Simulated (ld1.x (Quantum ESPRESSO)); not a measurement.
# Which setting gave this result? (ruthenium, ultrasoft)

Base potential:

ruthenium, ultrasoft, made with ld1.x (Quantum ESPRESSO) 7.5 (PW91, scalar-relativistic). Core [Kr], reference 4d6 5s2 5p0. Waves: 5s (bound): rcut 1.90, rcutus 2.45 bohr; 5s channel at 0.05 Ry: rcut 1.90, rcutus 2.45 bohr; 5p (bound, empty): rcut 2.90, rcutus 3.20 bohr; 5p channel at 0.4 Ry: rcut 2.90, rcutus 3.20 bohr; 4d (bound): rcut 1.40, rcutus 1.60 bohr; 4d channel at 0.85 Ry: rcut 1.40, rcutus 1.60 bohr; 4f channel at 0.45 Ry: rcut 2.55, rcutus 2.80 bohr; 4f channel at 1.6 Ry: rcut 2.55, rcutus 2.80 bohr. Local part: all-electron potential smoothed inside 1.45 bohr (lloc = -2). Core correction: none. Augmentation charge: PSQ, radius 1.50 bohr.

Cutoffs, loose and tight: the cutoffs (Ry, on a coarse ladder) from which the occupation-weighted sum of valence levels, in a spherical-Bessel basis at the reference potential, stays within 10 and 1 mRy of its value at 400 Ry. They do not see the model core or the augmentation charge, which bear on the density cutoff. Test errors are all-electron minus pseudo excitation energies from the reference, over the configurations 4d7 5s1 5p0; 4d7 5s0 5p0; 4d6 5s0 5p0; 4d8 5s0 5p0; 4d4 5s0 5p0; 4d6 5s1 5p1; 4d5 5s0 5p0; variants that change the core or the reference have their own tests.

Only the scale of all radii (base = 1) is moved (4 further runs of the sweep failed or gave no value and are left out):

```csv
scale of all radii (base = 1),"cutoff, loose","cutoff, tight",bound ghosts,largest test error (meV)
1.05,40 Ry,60 Ry,s,-428
1.09,35 Ry,55 Ry,none,-454
1.26,30 Ry,45 Ry,none,-656
1.31,25 Ry,40 Ry,none,-710
1.39,21 Ry,35 Ry,none,-985
```

Problem. One more run gave cutoff, loose: 30 Ry; cutoff, tight: 50 Ry; bound ghosts: none; largest test error (meV): -543. Which value of the scale of all radii (base = 1) was used?

Solution. 1.19. The tight cutoff moves one way along this sweep, from 60 Ry at 1.05 to 35 Ry at 1.39, which places the run between 1.09 and 1.26.
